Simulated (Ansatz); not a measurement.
Isolated molecules relaxed with PBE0-D4/def2-TZVP in Ansatz; ΔE leaves out vibrations. CBS: MP2 limit from def2 TZ/QZ plus the TZ coupled-cluster correction, frozen cores. This one scheme is used for every species. DFT in def2-TZVPP. Each species was taken in one conformer, which may not be the lowest.

`N#C[SiH2]N[SiH3]` + CH₄ → `C[SiH2]N[SiH3]` + `C#N`  (formal exchange of groups at the Si–C bond)

| species | revPBE energy (Eh) |
| --- | --- |
| `N#C[SiH2]N[SiH3]` | -730.14840 |
| CH₄ | -40.51893 |
| `C[SiH2]N[SiH3]` | -677.20822 |
| `C#N` | -93.43897 |

(1) Work out ΔE.

Largest T1 diagnostic among the species: 0.014.

Answers

(1) ΔE = (-677.20822) + (-93.43897) − (-730.14840) − (-40.51893) = 0.02014 Eh = +12.6 kcal/mol. CCSD(T)/CBS gives +12.1 kcal/mol.

In def2-TZVPP, CCSD(T) changes the Hartree–Fock value by −1.7 kcal/mol (the triples alone add +0.0 kcal/mol) and MP2 by −1.2 kcal/mol. Leaving LDA and LC-ωPBE aside and taking each functional with its dispersion term where it has one, the values, not all of them listed here, spread over 1.5 kcal/mol, from revPBE-D4 to B2PLYP. LDA lies −1.3 kcal/mol from PBE without D4.
